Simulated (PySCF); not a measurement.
FOS, SMILES O=[S]F, multiplicity 2. Geometry: B3LYP-D3(BJ)/def2-TZVP. The isomer is the one that the SMILES or the coordinates give; other isomers of the formula were not compared.

Computed with B3LYP-D3(BJ)/def2-TZVP (PySCF).

Harmonic wavenumbers (cm⁻¹): 392, 743, 1221. Rotational constants (GHz): 38.00, 9.164, 7.383; symmetry number 1.

**Question.** Work out the zero-point energy and the ideal-gas rigid-rotor harmonic-oscillator thermochemistry at 298.15 K and 1 atm.

**Answer.** ZPE = ½ Σ hcν = ½ × 2356 cm⁻¹ = 14.09 kJ/mol. H − E(el) = 25.14 kJ/mol. Entropy in J/(mol K): translation 161.20, rotation 93.52, vibration 5.39, spin 5.76, total 265.87. G − E(el) = -54.13 kJ/mol. Cp = 43.41 J/(mol K).
